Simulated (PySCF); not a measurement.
C₃H, SMILES [C][C][CH-] (connectivity only; charge and spin as stated), charge -1, multiplicity 1.

The structure is a stationary point at PBE0-D3(BJ)/def2-TZVPD.

The numbers are results of PBE/def2-TZVPD (PySCF), not measurements.

 A positive occupied level means that this level leaves the electron formally unbound; only the finite basis holds it.

The total energy comes out as -114.63158 hartree and the point group comes out as Cs. The highest occupied level comes out as 0.97 eV. The lowest empty level comes out as 1.61 eV, the orbital gap is 0.65 eV and the dipole moment about the centre of nuclear charge is 2.42 D. The mean static polarisability is 58.5 bohr³ (8.67 Å³) and the polarisability, principal values comes out as 40.6, 44.7, 90.2 bohr³.
